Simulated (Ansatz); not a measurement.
Ge₃S₆, relaxed as a singlet with RKS r2SCAN-D4/def2-SVP in Ansatz, starting from the GFN1-xTB geometry. Force threshold 0.03 eV/Å.

Another isomer (singlet) lies 0.02 eV lower at r2SCAN-D4/def2-TZVP; other spin states weren't run for this one.

Start:

Cartesian coordinates in Å:
```
Ge 0.659 0.857 -1.487
Ge -0.949 1.691 1.608
Ge -0.510 -1.691 0.500
S -1.923 -0.417 1.407
S -0.470 -3.614 -0.161
S 1.156 0.910 1.842
S -0.719 2.214 -0.651
S 1.368 -0.403 0.283
S 1.387 0.452 -3.342
```

```
step   energy (eV)  largest force component (eV/Å)  SCF passes
   1  -234526.5037                           1.073          22
   2  -234526.7486                           0.419          22
   3  -234526.7722                           0.278          22
   4  -234526.7818                           0.136          22
   5  -234526.7829                           0.118          22
   6  -234526.7844                           0.052          20
   7  -234526.7848                           0.037          23
   8  -234526.7848                           0.029          23
```

Force components are those of the run's own axes.

End:

```xyz
9

Ge    0.6376    0.8722   -1.5303
Ge   -0.9798    1.7392    1.6521
Ge   -0.5472   -1.7222    0.5001
S    -1.9827   -0.4322    1.4281
S    -0.4183   -3.5669   -0.3213
S     1.2336    0.9410    1.9250
S    -0.7474    2.2670   -0.6801
S     1.4602   -0.3860    0.3604
S     1.3439    0.2879   -3.3340
```

By distances, no bond broke or formed. The bond that changes most is Ge1–S8, from 2.28 to 2.42 Å (atoms count from 1).

No frequencies were taken in this run, so the end may be a saddle point.

Hardware: 4 threads of Arm Neoverse V1 on a shared host. Wall time 58 s.
